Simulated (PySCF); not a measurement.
## A small calculation by hand: entropy of an ideal gas

Cl3Ge, SMILES [Cl][Ge]([Cl])[Cl] (connectivity only; charge and spin as stated), charge +1, multiplicity 1.

Geometry optimised at B3LYP-D3(BJ)/def2-SVP. The multiplicity is an assumed one; other spin states were not compared. The isomer is the one that the SMILES or the coordinates give; other isomers of the formula were not compared.

B3LYP-D3(BJ)/def2-SVP (PySCF) gives the harmonic wavenumbers 139, 139, 141, 407, 526, 526 cm⁻¹ and the rotational temperatures 0.1060, 0.1060, 0.0530 K. The molar mass is 178.98 g/mol, the symmetry number 6, the spin multiplicity 1.

Work out the entropy at 298.15 K and 1 atm in the rigid-rotor, harmonic-oscillator model.


Translation (Sackur–Tetrode at 1 atm): S = R[1.5 ln M + 2.5 ln T − 1.16487] = 173.4 J/(mol K).
Rotation: q = (√π/σ) T^1.5/√(θA θB θC) = 62300, S = R[ln q + 3/2] = 104.3 J/(mol K).
Vibration: with u = 1.4388 ν/T, each mode gives R[u/(e^u − 1) − ln(1 − e^−u)]:
```tsv
ν (cm⁻¹)	modes	u	S (J/(mol K))
139	2	0.67	23.58
141	1	0.68	11.67
407	1	1.96	3.92
526	2	2.54	4.99
```
These are all the modes. Sum 44.2 J/(mol K).
Spin: R ln 1 = 0.0 J/(mol K).
Total 321.9 J/(mol K); the program's own thermochemistry gives 321.8. Translation makes up 54 % and vibration 14 %. Anharmonicity, hindered rotation and orbital degeneracy are left out.
